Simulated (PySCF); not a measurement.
## Correlation energy of Zn (zinc, neutral)

[Ar] 3d10 4s2, closed-shell 1S. Computed with PySCF 2.14 in def2-TZVPPD (6s6p4d2f1g, 67 functions), with the non-relativistic Hamiltonian (point nucleus). Frozen: [Ne]; 20 electrons correlated.

```json
{"level": "CCSD", "correlation energy (mhartree)": "-743.20"}
{"level": "(T)", "correlation energy (mhartree)": "-16.94"}
{"level": "CCSD(T)", "correlation energy (mhartree)": "-760.14"}
```

Diagnostics: T1 = 0.015, D1 = 0.0459, largest double amplitude 0.059.

Task: Is a single reference adequate?

Result: Yes: T1 lies below 0.03 and no double amplitude reaches 0.07.

This basis was not built for core-valence correlation, so the inner-shell part is incomplete.
